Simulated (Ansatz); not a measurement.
Basis sets compared for FeF3. Total charge 0; sextet. Geometry PBE0-D4/def2-TZVP. Ansatz on 2 threads of Arm Neoverse V2 on a shared host; times are rough, and most runs start from earlier orbitals.

```xyz
4

Fe    0.000    0.000    0.000
F    -0.650    0.487   -1.549
F    -0.633   -1.417    0.807
F     1.282    0.930    0.742
```

The 6-31G sets use Cartesian d functions. B3LYP takes the VWN-RPA correlation.

Binding counts from free atoms (Fe quintet, F doublet) in the same basis, without a counterpoise term.

```csv
level,functions,energy (Eh),HOMO (eV),LUMO (eV),binding per atom (eV),wall time
HF/STO-3G,33,-1543.1530,-9.47,5.18,–,0.4 s
HF/6-31G,56,-1560.6729,-16.30,-0.08,2.20,0.4 s
HF/def2-TZVP,138,-1561.0101,-16.54,-0.34,2.36,1.9 s
PBE-D4/def2-SVP,73,-1562.4076,-7.13,-6.25,3.83,1.9 s
PBE-D4/def2-TZVP,138,-1562.9736,-7.68,-6.72,3.72,2.9 s
PBE-D4/def2-TZVPD,168,-1562.9803,-7.75,-6.75,3.74,4.2 s
r2SCAN-D4/def2-TZVP (with forces),138,-1563.3571,-8.53,-6.43,3.67,8 s
r2SCAN-D4/def2-TZVPD,168,-1563.3638,-8.54,-6.40,3.69,9.5 s
B3LYP-D4/6-31G,56,-1563.1705,-9.47,-5.39,3.47,1.8 s
B3LYP-D4/def2-TZVP,138,-1563.5140,-10.10,-5.93,3.44,4 s
PBE0-D4/def2-SVP,73,-1562.4066,-10.17,-5.11,3.40,2.1 s
PBE0-D4/def2-TZVP (with forces),138,-1562.9689,-10.56,-5.36,3.44,4.7 s
PBE0-D4/def2-TZVPD,168,-1562.9762,-10.58,-5.33,3.47,6 s
```

Q: Estimate the rows for PBE0-D4/def2-QZVPP.

A: 
| level | functions | energy (Eh) | HOMO (eV) | LUMO (eV) | binding per atom (eV) | wall time |
| --- | --- | --- | --- | --- | --- | --- |
| PBE0-D4/def2-QZVPP | 271 | -1563.0246 | -10.51 | -5.22 | 3.52 | 11 s |
